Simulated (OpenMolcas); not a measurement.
An OpenMolcas run meant for Rh⁵⁺ (ANO-R2, X2C; inactive shells 1s 2s 2p 3s 3p 3d 4s 4p; intended active space 4 electrons in 5 orbitals (4d)). One step of its input:

```
&CASPT2
Multistate=5 1 2 3 4 5
Frozen=8 6
IPEA=0.25
Imaginary=0.1
MaxIter=60
WThr=0.0 0.3 0.05
PrWF=0.5
NoMix
Deleted=16 13
```

The run finished. Its levels beside those of a sound run (SS-CASPT2, IPEA 0.25 Eh, imaginary shift 0.1 Eh (closed shells correlated: 4s 4p)), in cm-1 above each run's lowest level:

| Level | This run | Usual run |
| --- | --- | --- |
| 4d4 5D0 | 0.0 | 0.0 |
| 4d4 5D1 | 652 | 649 |
| 4d4 5D2 | 1714 | 1704 |
| 4d4 5D3 | 3009 | 2989 |
| 4d4 5D4 | 4469 | 4436 |
| 4d4 3P0 | 18411 | 18504 |
| 4d4 3H4 | 23017 | 20256 |
| 4d4 3P1 | 21620 | 21634 |
| 4d4 3H5 | 24824 | 21752 |
| 4d4 3F3 [57 %] | 24638 | 22869 |
| 4d4 3H6 | 26175 | 23000 |
| 4d4 3F2 | 24670 | 23366 |
| 4d4 3F4 [63 %] | 25869 | 24050 |
| 4d4 3P2 | 25814 | 25715 |

Question: Which setting is unsound, and how much does it matter here?

Answer: Nearly half of the orbitals are deleted from the virtual space, which removes much of the correlation energy. Against the sound run the excited levels shown move by 1100 cm-1 on average and by 3200 cm-1 at most.

CASPT2 does not keep the components of a term degenerate, so their means are used; among the terms shown or strongly mixed into the levels shown the widest spread is 580 cm-1 (4d4 3G, this run). Some high roots are left out of the spin-orbit mixing, which shifts the levels that they would mix with. The CASPT2 spread within a term exceeds the gap to the next term for 4d4 3H and 4d4 3F, so the order of their levels is uncertain, and so are names and mixing where such terms share a J (holds for this run). Levels of configurations outside the active space are missing.

A share in square brackets marks a mixed level and gives the weight of the term that names it, the lowest over the columns.
